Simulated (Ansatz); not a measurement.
Saddle point of SiH5O4F, singlet (SiH₄O₄ ([OH][Si]([OH])([OH])[OH]) + HF → SiH₃O₃F ([OH][Si]([OH])([OH])[F]) + H₂O; bonds formed: Si1–F7, O2–H6; bonds broken: Si1–O2, H6–F7), PBE0-D4/def2-TZVP structure:

```xyz
11
angstrom
Si -0.1763 -0.2746 0.1127
O 0.2752 1.3798 0.6427
O -0.7152 -0.4633 -1.4186
O -1.6007 -0.2026 0.9324
O 0.6775 -1.4170 0.8879
H 1.0866 1.3307 -0.0539
F 1.5757 0.3113 -0.7511
H -0.4022 2.0556 0.5396
H -0.0093 -0.4638 -2.0692
H -2.2958 -0.7687 0.5958
H 1.5844 -1.4875 0.5815
```

Energies are electronic, without zero-point energy. Barriers and step energies count from the start structure reached by relaxing down the imaginary mode; all methods use the PBE0-D4 structures, on which another method's saddle can fall below an end. Program: Ansatz 0.2.0. Basis: def2-TZVPP, with def2-QZVPP for the basis limit. Cores are frozen in the correlated methods. B3LYP uses VWN-RPA correlation. Extrapolation: Hartree–Fock as exp(−7.88 √X), correlation as X^−2.97.

```csv
method,barrier (kJ/mol),step energy (kJ/mol)
SPW92,62.9,-25.1
PBE-D4,86.3,-31.1
BLYP-D4,?,-33.7
r2SCAN-D4,89.0,-33.8
B97M-V,98.5,-37.7
PBE0-D4,96.2,-31.6
B3LYP-D4,105.2,-34.0
r2SCAN0-D4,97.2,-33.4
BHLYP-D4,114.7,-35.3
CAM-B3LYP-D4,?,-33.6
wB97X-V,96.6,-33.7
wB97M-V,93.5,-33.8
B2PLYP,104.2,-35.0
PBE-QIDH,100.6,-32.4
RPA on PBE,100.7,-35.2
HF,?,-41.0
MP2,101.7,-32.7
CCSD,110.1,-35.0
CCSD(T),103.7,-34.0
```

Fill in the withheld barriers. (An estimate is asked for; the value comes from the calculation.)

Computed: CAM-B3LYP-D4 100.8; HF 143.1; BLYP-D4 99.7 kJ/mol. Each is the energy of the saddle less that of the start structure, by the same method.

For comparison, the barrier by CCSD(T) at an estimated basis limit (MP2 extrapolated from triple and quadruple zeta, plus CCSD(T) − MP2 in triple zeta) is 102.3 kJ/mol.

T1 diagnostic: at most 0.012.

Steps of this kind, hydrogen fluoride cutting a network bond, underlie vapour etching and the fluorination step of atomic layer etching.

Labels in which every atom is bracketed show which atoms are joined, not bond orders.

For scale, one of the runs: CCSD(T)/def2-TZVPP, 267 basis functions, launched by `ansatz run in.yaml --threads 8 --pin off --events-out ev --progress --plain --max-ram 19148MiB`. Hardware: 8 CPU threads of an Arm Neoverse V2, shared host. Wall time 2.9 min; peak host memory 7.5 GiB.
